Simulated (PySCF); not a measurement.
# Ir⁺: interval between two levels

Ir⁺ [Xe] 4f14 5d7 6s1 [5F5, M_J = 5] → Ir⁺ [Xe] 4f14 5d8 [3F4, M_J = 4], as a difference of total energies. All numbers are calculated (PySCF 2.14, the two-component X2C-1e Hamiltonian, in x2c-TZVPall-2c (11s11p10d2f, 108 functions)). Correlated levels: [Kr] 4d10 4f14 frozen; the 34 highest virtual spinors dropped. "Screened" scales the spin-orbit matrix elements by Boettger's factors to mimic the two-electron term; Breit and QED terms are absent.

```json
{"method": "GHF (screened spin-orbit)", "interval between two levels (cm⁻¹)": "7330.6", "error (cm⁻¹)": "+5068"}
{"method": "GMP2 (screened spin-orbit)", "interval between two levels (cm⁻¹)": "5586.1", "error (cm⁻¹)": "+3323"}
```

Reference: 2262.8 cm⁻¹ (measured; NIST Handbook of Basic Atomic Spectroscopic Data (Sansonetti and Martin, J. Phys. Chem. Ref. Data 34, 1559 (2005))).

Errors of the correlated levels include the incompleteness of this basis and the frozen core.

The labels give the starting determinants; with spin-orbit coupling the two ends relaxed to ⟨J²⟩ = 30.01, ⟨L²⟩ = 12.79, ⟨S²⟩ = 5.84 and ⟨J²⟩ = 20.17, ⟨L²⟩ = 12.62, ⟨S²⟩ = 2.23.
